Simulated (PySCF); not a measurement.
Isomers of C6H8FNO.

All values: PBE0/pcSseg-1 (PySCF) at GFN2-xTB geometries, gas phase, one conformer each.

(1) Rank by dipole moment, lowest first.
A. `[CH3:1][N:2]([CH3:3])[C:4](=[O:5])[C:6]#[C:7][CH2:8][F:9]` with C1–N2–C4–O5 180°
B. `[CH3:1][N:2]1[CH2:3][CH2:4][C:5]([CH:6]=[O:7])=[C:8]1[F:9]` with C4–C5–C6–O7 -1°
C. `[CH2:1]=[C:2]([CH3:3])/[C:4]([F:5])=[CH:6]/[C:7]([NH2:8])=[O:9]` with C1–C2–C4–F5 0°, C4–C6–C7–N8 0°, C6–C7–N8–H 180° and 0°
D. `[CH3:1][N:2]([CH3:3])[C:4](=[O:5])[C@@H:6]1[CH:7]=[C:8]1[F:9]` with C1–N2–C4–O5 177°, N2–C4–C6–C7 178°

Answers

(1) A (2.41 D), D (3.51 D), C (3.73 D), B (6.45 D).

All values together:

```
                SMILES  μ (D)  HOMO (eV)  LUMO (eV)  lowest IAO charge (e)  highest IAO charge (e)  lowest Hirshfeld charge (e)  highest Hirshfeld charge (e)
       CN(C)C(=O)C#CCF   2.41      -7.23      -0.76             -0.486 (O)              +0.408 (C)                   -0.280 (O)                    +0.168 (C)
  C=C(C)/C(F)=C/C(N)=O   3.73      -7.35      -1.79             -0.511 (N)              +0.437 (C)                   -0.305 (O)                    +0.159 (C)
       CN1CCC(C=O)=C1F   6.45      -5.98      -0.63             -0.458 (O)              +0.417 (C)                   -0.278 (O)                    +0.154 (C)
CN(C)C(=O)[C@@H]1C=C1F   3.51      -6.92       0.25             -0.516 (O)              +0.396 (C)                   -0.295 (O)                    +0.153 (C)
```

Conformers: `[CH3:1][N:2]([CH3:3])[C:4](=[O:5])[C:6]#[C:7][CH2:8][F:9]` with C1–N2–C4–O5 180°; `[CH2:1]=[C:2]([CH3:3])/[C:4]([F:5])=[CH:6]/[C:7]([NH2:8])=[O:9]` with C1–C2–C4–F5 0°, C4–C6–C7–N8 0°, C6–C7–N8–H 180° and 0°; `[CH3:1][N:2]1[CH2:3][CH2:4][C:5]([CH:6]=[O:7])=[C:8]1[F:9]` with C4–C5–C6–O7 -1°; `[CH3:1][N:2]([CH3:3])[C:4](=[O:5])[C@@H:6]1[CH:7]=[C:8]1[F:9]` with C1–N2–C4–O5 177°, N2–C4–C6–C7 178°.
